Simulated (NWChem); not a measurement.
System: AgN2H6 cation; SMILES [NH3]->[Ag+]<-[NH3]

Computed with NWChem. The geometry was optimised at PBE0/def2-SVP. Not confirmed as a minimum by frequencies. def2 effective core potentials on Ag; no spin-orbit coupling.

For level Hartree-Fock/STO-3G (all-electron, non-relativistic):

```
Property                     Value
---------------------------  -----
highest occupied level (eV)  -9.70
orbital gap (eV)             11.95
```

Task: How do the values read with level Hartree-Fock/def2-SVP (core potentials) instead?

Result: The highest occupied level (eV) comes out as -15.84 and the orbital gap (eV) comes out as 13.54.
